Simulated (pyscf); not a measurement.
Optimised with ωB97X-D3(BJ)/def2-SVP in PySCF.

O=MoH(Cl)(Cl)–Cl → HO–Mo(Cl)(Cl)–Cl [singlet]
Surface: singlet. Broken: H–Mo. Formed: H–O. Give ΔE‡ and ΔE from ωB97M-D3(BJ)/def2-TZVP, relative to the reactant's lowest minimum found.

ΔE‡ = 1.59 eV, ΔE = +0.05 eV. Zero-point energy shifts the barrier by -0.07 eV. It is a hydrogen shift, with an imaginary mode of 1499i cm⁻¹. The other spin state of HO–Mo(Cl)(Cl)–Cl [singlet] is not in these data. One saddle was located; it need not be the lowest between these sides. A restricted singlet here is unstable towards spin polarisation, as is usual where a triplet lies low; its energy is less safe. Elements past Kr carry the def2 core potentials, without spin-orbit coupling.
